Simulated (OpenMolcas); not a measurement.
## Pr⁴⁺: effect of the basis set

```yaml
Program: OpenMolcas 26.06
Method: "SS-RASPT2, IPEA 0.25 Eh, imaginary shift 0.1 Eh (closed shells correlated: 5s 5p)"
Active_space: 1 electron in 12 orbitals (RAS2 4f; RAS3 5d, at most 1 electron)
State_averaging: 2S+1 = 2 odd, 7 roots; 2S+1 = 2 even, 5 roots
Spin-orbit_coupling: RASSI with atomic mean-field integrals over the reference wave functions, term energies averaged over their components
```

A. ANO-RCC-VDZP [7s6p4d2f1g], DKH2, point nucleus; CASPT2 step about 18 core-seconds
B. ANO-R2 [8s6p3d3f1g], X2C, finite nucleus; CASPT2 step of the order of 11 core-seconds
C. ANO-RCC-VTZP [8s7p5d3f2g1h], DKH2, point nucleus; CASPT2 step of the order of 24 core-seconds

Energies in cm⁻¹ above 4f ²F°_5/2, the measured ground level; measured values from Martin, Zalubas and Hagan, Atomic Energy Levels: The Rare-Earth Elements, NSRDS-NBS 60 (1978).

```csv
Level,A,B,C,Measured
4f ²F°_5/2,0.0,0.0,0.0,0.0
4f ²F°_7/2,3150,3220,3180,3027
5d ²D_3/2,120290,127990,113850,115052
5d ²D_5/2,123580,130340,116970,118514
```

Deviations, from unrounded energies. A percentage is the sum of absolute deviations over the sum of measured energies, with the sign that they share, or ± where signs differ.

```csv
Against measurement,Levels,A,B,C
mean absolute deviation (cm-1),3,3500,8300,970
fine structure of the ground term (%),1,+3.9,+6.3,+5.2
other configurations (%),2,+4.4,+10.6,-1.2
```

C lies closest to measurement on these levels and B furthest from it. The largest miss of C in the table is 5d ²D_5/2, by -1500 cm-1. The ranking rests on the paired levels alone, and a cruder setting can come out closer through cancelling errors.

Among A to C the level of the table that moves most is 5d ²D_3/2, by 14000 cm-1 (lowest in C, highest in B). Moves below CASPT2's spread within the term are not significant.

CASPT2 does not keep the components of a term degenerate, so their means are used; among the terms shown or strongly mixed into the levels shown the widest spread is 140 cm-1 (4f ²F°, B). With one active electron, CASPT2 adds the correlation within the correlated inactive shells and between them and that electron, and leaves the splitting within a term as the reference gives it. The basis is small and was not contracted for so high a charge (holds for A). Computed and measured levels are paired by configuration, term and J; levels that our copy of the source lacks, or whose pairing is in doubt (as where it misses far off the trend of its configuration), stay unpaired and out of the deviations. Only configurations of the active space appear.

° marks odd parity.
